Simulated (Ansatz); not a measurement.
Born–Oppenheimer molecular dynamics of C2H6Cl2Si (11 atoms, charge 0, multiplicity 1). It starts from a relaxed structure.

The calculation used RKS PBE/def2-SVP (Ansatz).

* ensemble: NVT, Langevin thermostat
* time step: 1 fs
* steps asked: 300
* set temperature: 400 K
* friction: 0.05 /fs
* seed: 250468

First frame:

```xyz
11
Properties=species:S:1:pos:R:3
Si -0.029 0.001 -0.044
Cl 0.065 -0.119 2.040
Cl 1.928 0.128 -0.768
C -0.941 1.568 -0.510
H -1.978 1.542 -0.117
H -0.430 2.457 -0.089
H -0.982 1.678 -1.613
C -0.808 -1.570 -0.699
H -1.840 -1.682 -0.306
H -0.851 -1.548 -1.807
H -0.218 -2.455 -0.389
```

Problem. How far do the bonds stretch over the last three quarters of this one trajectory? (Pairs bonded in most of those frames.)

Solution. 
```tsv
bond	mean (Å)	spread (Å)	shortest	longest
Si1–Cl2	2.126	0.046	2.04	2.21
Si1–Cl3	2.108	0.035	2.03	2.17
Si1–C4	1.872	0.040	1.79	1.96
Si1–C8	1.891	0.035	1.82	1.96
C4–H5	1.114	0.037	1.02	1.22
C4–H6	1.115	0.037	1.05	1.22
C4–H7	1.112	0.027	1.03	1.18
C8–H9	1.114	0.032	1.03	1.20
C8–H10	1.112	0.027	1.04	1.19
C8–H11	1.113	0.031	1.04	1.19
```

Mean temperature of the second half: 421 K. A run of 0.3 ps of so small a system gives no equilibrium averages.

Run time: 9.1 min on 2 threads of Arm Neoverse V2 (shared host), peak memory 0.16 GiB.
